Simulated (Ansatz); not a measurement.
Coupled-cluster diagnostics for the cluster PdAu₂, Ansatz.

Geometry of the singlet (PBE-D4/def2-TZVP):

```csv
atom,x (Å),y (Å),z (Å)
Pd1,-1.271,0.311,-0.725
Au2,1.240,-0.415,-0.810
Au3,0.031,0.103,1.535
```

In the def2 sets Au, Pd take a core potential; there is no spin–orbit coupling. Correlated methods freeze no core orbitals; core or outer-core shells of Pd, Au are correlated, in sets that lack core-valence functions. At PBE0-D4/def2-TZVP a singlet of charge 0 lies 0.84 eV below the triplet, each at its own geometry. At PBE0-D4/def2-TZVP a singlet of charge 0 lies 3.11 eV below the quintet, each at its own geometry. The structure comes from a short search, and lower isomers may exist.

Geometry of the charge 0 triplet (PBE-D4/def2-TZVP):

Cartesian coordinates in Å:
```
Pd -1.0768 -0.6177 0.7877
Au 0.0839 1.5364 -0.0526
Au 0.9930 -0.9187 -0.7351
```

Geometry of the charge 0 quintet (PBE-D4/def2-TZVP):

```xyz
3

Pd    1.083   -0.363    1.011
Au   -0.691    1.360    0.077
Au   -0.392   -0.998   -1.088
```

Task: Estimate the CCSD(T) correlation energy, the shares of MP2 and (T), T1 and the reference's ⟨S²⟩ for: charge 0, singlet, own geometry in def2-TZVP; charge 0, triplet, own geometry in def2-TZVP; charge 0, quintet, own geometry in def2-TZVP; charge 1, doublet, vertical in def2-TZVP; and the rough time on 4 threads of Arm Neoverse N1 on a shared host.

Result: 
```json
{"state": "charge 0, singlet, own geometry", "basis": "def2-TZVP", "correlation (eV)": "-34.910", "MP2 share (%)": "105.3", "(T) share (%)": "3.4", "T1": "0.041", "⟨S²⟩ (pure)": "0.00 (0.00)", "wall time": "19 s"}
{"state": "charge 0, triplet, own geometry", "basis": "def2-TZVP", "correlation (eV)": "-33.970", "MP2 share (%)": "105.0", "(T) share (%)": "2.8", "T1": "0.023", "⟨S²⟩ (pure)": "2.05 (2.00)", "wall time": "83 s"}
{"state": "charge 0, quintet, own geometry", "basis": "def2-TZVP", "correlation (eV)": "-33.973", "MP2 share (%)": "103.5", "(T) share (%)": "3.1", "T1": "0.041", "⟨S²⟩ (pure)": "6.06 (6.00)", "wall time": "70 s"}
{"state": "charge 1, doublet, vertical", "basis": "def2-TZVP", "correlation (eV)": "-32.755", "MP2 share (%)": "104.7", "(T) share (%)": "2.6", "T1": "0.019", "⟨S²⟩ (pure)": "0.76 (0.75)", "wall time": "57 s"}
```
Customary marks for T1 are 0.02 (closed shells), 0.045 (open shells) and about 0.05 (3d metals). T1 exceeds 0.02 in 3 of 4 rows and 0.045 in 0; the higher it lies, the less the single-reference result can be trusted.
